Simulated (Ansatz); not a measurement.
Relaxation of CH₇FN₂OSi (13 atoms, charge 0, multiplicity 1), to a largest force component of 0.015 eV/Å in at most 40 steps.

Level of theory: Ansatz 0.2.0, RKS BLYP-D4/def2-SVP.

```xyz
13
Properties=species:S:1:pos:R:3:forces:R:3
N 0.205 -1.721 1.089 -0.97 1.23 1.23
C 0.898 -0.427 0.938 -1.58 0.11 1.18
F 2.121 -0.755 0.514 3.07 -0.43 -0.85
Si 0.205 0.760 -0.352 0.72 2.82 0.67
N -1.102 1.742 0.274 -0.23 -1.84 0.48
O 1.296 2.057 -0.687 -0.16 -0.63 0.23
H 0.270 -2.167 0.190 -0.04 -0.62 -1.07
H -0.795 -1.457 1.191 0.03 -0.51 0.18
H 0.990 0.096 1.948 -0.27 -0.35 -0.42
H -0.166 0.210 -1.605 -0.51 -1.15 -1.27
H -1.485 2.227 -0.510 -0.83 0.71 -0.97
H -0.687 2.454 0.848 0.28 0.78 0.83
H 2.021 1.880 -1.300 0.47 -0.12 -0.22
```

Q: Where does it end, and by what steps?

A: The forces met the threshold. After 23 steps the energy has fallen by 1.059 eV; H8 moved furthest, 1.40 Å.

```
step  energy less start (eV)  largest force component (eV/Å)  accepted
   0                  0.0000                           3.073       yes
   1                 -0.5477                           1.143       yes
   2                 -0.6665                           0.587       yes
   3                 -0.7170                           0.664       yes
   4                 -0.7798                           0.352       yes
   5                 -0.7991                           0.296       yes
   6                 -0.8147                           0.683       yes
   7                 -0.8493                           0.262       yes
   8                 -0.8618                           0.939       yes
   9                 -0.8784                           0.335       yes
  10                 -0.8936                           0.125       yes
  11                 -0.9274                           0.531       yes
  12                 -0.8911                           2.382        no
  13                 -0.9813                           0.562       yes
  14                 -1.0188                           1.207       yes
  15                 -1.0490                           0.318       yes
  16                 -1.0528                           0.212       yes
  17                 -1.0572                           0.074       yes
  18                 -1.0579                           0.045       yes
  19                 -1.0578                           0.055        no
  20                 -1.0581                           0.021       yes
  21                 -1.0582                           0.031       yes
  22                 -1.0586                           0.020       yes
  23                 -1.0587                           0.011       yes
```

```xyz
13
Properties=species:S:1:pos:R:3
N 0.025 -1.483 0.913
C 0.767 -0.290 0.871
F 2.206 -0.503 0.533
Si 0.158 0.949 -0.472
N -1.107 1.984 0.089
O 1.552 1.799 -0.879
H -0.075 -1.946 0.002
H 0.340 -2.162 1.616
H 0.806 0.162 1.886
H -0.426 0.150 -1.604
H -1.904 2.187 -0.519
H -0.904 2.777 0.703
H 2.333 1.275 -0.600
```

Whether the end is a true minimum wasn't checked by a vibrational analysis.

Run time: 77 s on 2 threads of Arm Neoverse V1 (shared host), peak memory 0.18 GiB.
